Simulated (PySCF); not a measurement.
C₄H₇ClOSi.
InChI=1S/C4H7ClOSi/c1-6-3-2-4(3)7-5/h2,7H2,1H3

Method: PySCF, TDDFT PBE0/def2-SVPD, vertical, gas phase, core orbitals frozen in the response. Geometry: GFN2-xTB, one conformer, isolated molecule. Torsions of this conformer, `[CH3:1][O:2][C:3]1=[C:4]([SiH2:5][Cl:6])[CH2:7]1`: C1–O2–C3–C4 -1°, C3–C4–Si5–Cl6 -1°.

Broadening: Gaussians 0.3 eV wide at half height, area fixed by f = 4.319×10⁻⁹ ∫ε dν̃. The width is an assumption, not a result. The curve ends short of the highest state used, and states not computed would add to its high-energy end.

E (eV), ε (L mol⁻¹ cm⁻¹) and a bar:
```
     5.09          0 
     5.13          1 
     5.17          2 
     5.22          6 
     5.26         12 
     5.30         24 
     5.35         47 
     5.39         77 
     5.43        123 
     5.47        203 
     5.52        426 #
     5.56        825 #
     5.60       1599 ###
     5.65       3418 #####
     5.69       5756 #########
     5.73       8863 ##############
     5.77      12413 ####################
     5.82      16505 ##########################
     5.86      18572 #############################
     5.90      18950 ##############################
     5.95      16937 ###########################
     5.99      13874 ######################
     6.03      10317 ################
     6.08       6227 ##########
     6.12       3739 ######
     6.16       2048 ###
     6.20       1026 ##
     6.25        384 #
     6.29        161 
     6.33         63 
     6.38         19 
     6.42         10 
     6.46         10 
     6.50         17 
     6.55         34 
     6.59         56
```

Question: Where are the band maxima, and which computed states make them?

Answer: 211 nm (5.89 eV), ε about 19000, made up of S2 (100%) (ε in L mol⁻¹ cm⁻¹; maxima over ε = 5, shares over 10%). At its high-energy end, 6.59 eV, the curve is still rising (ε about 56, from S5 and S6). The states used: S1 5.54 eV (f 0.0015); S2 5.89 eV (f 0.211); S3 6.06 eV (f 0.0018); S4 6.68 eV (f 0.0001); S5 6.76 eV (f 0.0012); S6 6.97 eV (f 0.0066); S7 7.16 eV (f 0.0002); S8 7.19 eV (f 0.034).

Question: Coming from long wavelengths, where does ε first pass 100 L mol⁻¹ cm⁻¹?

Answer: At about 229 nm (5.41 eV), 0.13 eV below S1.

Question: On this curve, what absorbance would a 10⁻⁴ mol/L sample give at 193 nm over a 1 cm path?

Answer: 193 nm is 6.424 eV, where ε is about 9.5 L mol⁻¹ cm⁻¹, so A = ε c l ≈ 0.00095 (Beer–Lambert, with the gas-phase spectrum and the assumed width).

Question: What would ε be at 5.89 eV, the highest of these maxima, with half the width (0.15 eV)?

Answer: About 37900 L mol⁻¹ cm⁻¹ against 19000, a factor of about 1.99; a lone state at its own centre would give exactly 2.
